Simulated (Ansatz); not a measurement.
Mulliken charges of `B[CH](Cl)[GaH2]` from PBE/def2-TZVPP in Ansatz (PBE0-D4/def2-TZVP geometry).

```tsv
atom	x (Å)	y (Å)	z (Å)	charge (e)
B1	0.014	1.226	-0.675	-0.190
C2	0.690	-0.088	-0.562	-0.039
Cl3	1.832	-0.433	0.808	-0.073
Ga4	-0.640	-0.917	0.785	0.148
H5	-0.701	1.376	-1.626	0.013
H6	0.089	2.056	0.179	0.031
H7	0.883	-0.801	-1.355	0.142
H8	-0.787	-2.450	0.562	-0.023
H9	-1.292	-0.015	1.866	-0.010
```

Question: By hand: the dipole of these point charges (1 e Å = 4.8032 D).

Answer: Σ q r = (-0.108, -0.309, -0.032) e Å, of length 0.329 e Å = 1.58 D.

Question: How does the dipole of the full density compare? (Estimate.)

Answer: Computed: (-0.031, -0.230, -0.054) e Å, 1.14 D; the point charges give 1.39 times that, at 14° from its direction.

Point charges leave out the atoms' own dipoles, such as those of lone pairs, and Mulliken's split depends on the basis, so the two needn't agree.
